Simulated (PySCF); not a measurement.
SbBr₂, SMILES [Br][Sb][Br], multiplicity 2. The structure is a stationary point at PBE-D3(BJ)/def2-SVP. The multiplicity is an assumed one; other spin states were not compared. The isomer is the one that the SMILES or the coordinates give; other isomers of the formula were not compared. The def2 effective core potentials stand for the cores of Sb; spin–orbit coupling is left out.

### Question
Give the equilibrium geometry at PBE-D3(BJ)/def2-SVP (PySCF confirms it by a frequency run) as a Z-matrix, and its point group. (Estimate from the structure and the level; the computed values follow.)

### Answer
point group C2v.
```
Sb
Br 1 2.5407
Br 1 2.5407 2 101.00
```
Charge 0, spin multiplicity 2.
